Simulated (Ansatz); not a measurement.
`CB[SiH]([SiH3])Cl` + `BOC` → `CBBOC` + `[SiH3][SiH2]Cl`  (formal exchange of groups at a B–Si bond)

Program: Ansatz. Geometries: PBE0-D4/def2-TZVP. ΔE: electronic, gas phase. CCSD(T)/CBS adds triple-zeta CCSD(T) − MP2 to the extrapolated MP2 energy (def2 sets, frozen cores). DFT in def2-TZVPP. B3LYP here is the variant with VWN-RPA as its local correlation; programs differ in this. One conformer a species, not always the lowest.

`CB[SiH]([SiH3])Cl`:

```xyz
13

C     1.660    0.434   -1.589
B     1.122   -0.504   -0.484
Si    0.104    0.131    1.124
Si   -2.168   -0.423    0.930
Cl    0.214    2.196    1.352
H     2.532    0.048   -2.122
H     0.845    0.449   -2.335
H     1.820    1.471   -1.290
H     1.210   -1.695   -0.613
H     0.632   -0.473    2.380
H    -2.323   -1.902    0.860
H    -2.724    0.175   -0.313
H    -2.926    0.094    2.099
```

`BOC`:

Cartesian coordinates in Å:
```
B 0.609 1.072 -0.548
O 0.721 -0.126 0.038
C -0.406 -0.877 0.445
H -0.478 1.550 -0.746
H 1.626 1.624 -0.853
H -1.337 -0.351 0.214
H -0.393 -1.839 -0.070
H -0.342 -1.054 1.520
```

`CBBOC`:

Z-matrix (Å, degrees):
```
C
B 1 1.562
H 1 1.094 2 112.9
H 1 1.091 2 116.5 3 -128.1
H 1 1.102 2 105.1 3 113.4
B 2 1.684 1 125.2 3 136.1
H 2 1.207 1 116.0 3 -41.0
O 6 1.349 2 128.4 1 91.3
H 6 1.210 2 117.8 1 -89.0
C 8 1.410 6 122.0 2 -0.3
H 10 1.092 8 109.1 6 123.1
H 10 1.096 8 111.8 6 2.6
H 10 1.092 8 109.3 6 -118.2
```

`[SiH3][SiH2]Cl`:

```xyz
8

Si    0.277    1.172   -0.037
Si   -0.219   -1.102    0.180
Cl   -0.899   -1.807   -1.637
H     0.772    1.702    1.262
H    -0.948    1.913   -0.434
H     1.326    1.357   -1.074
H     0.978   -1.896    0.554
H    -1.286   -1.340    1.185
```

```
             level  ΔE (kJ/mol)  difference from CCSD(T)/CBS
            PBE-D4         24.5                          2.1
         r2SCAN-D4         22.4                          0.0
           PBE0-D4         23.5                          1.1
          B3LYP-D4         22.4                          0.0
           ωB97X-V         19.9                         -2.5
           ωB97M-V         21.2                         -1.2
            B2PLYP         20.3                         -2.1
               PBE         21.7                         -0.7
            r2SCAN         21.6                         -0.8
              PBE0         20.9                         -1.5
             B3LYP         17.8                         -4.6
     HF/def2-TZVPP         14.9                         -7.5
    MP2/def2-TZVPP         24.3                          1.9
SCS-MP2/def2-TZVPP         21.6                         -0.8
   CCSD/def2-TZVPP         20.2                         -2.2
CCSD(T)/def2-TZVPP         22.2                         -0.2
     HF/def2-QZVPP         14.3                         -8.1
    MP2/def2-QZVPP         24.2                          1.8
SCS-MP2/def2-QZVPP         21.4                         -1.0
      HF/CBS(def2)         14.2                         -8.2
     MP2/CBS(def2)         24.5                          2.1
    CCSD/CBS(def2)         20.4                         -2.0
       CCSD(T)/CBS         22.4                            0
```

Largest T1 diagnostic among the species: 0.014.

In def2-TZVPP, CCSD(T) changes the Hartree–Fock value by +7.3 kJ/mol (the triples alone add +2.0 kJ/mol) and MP2 by +9.4 kJ/mol. The D4 term adds +4.6 kJ/mol with B3LYP and +2.6 kJ/mol with PBE0; it sums over pairs of atoms, weighted by their polarisabilities, and B3LYP, whose exchange is more repulsive, gets the larger term.
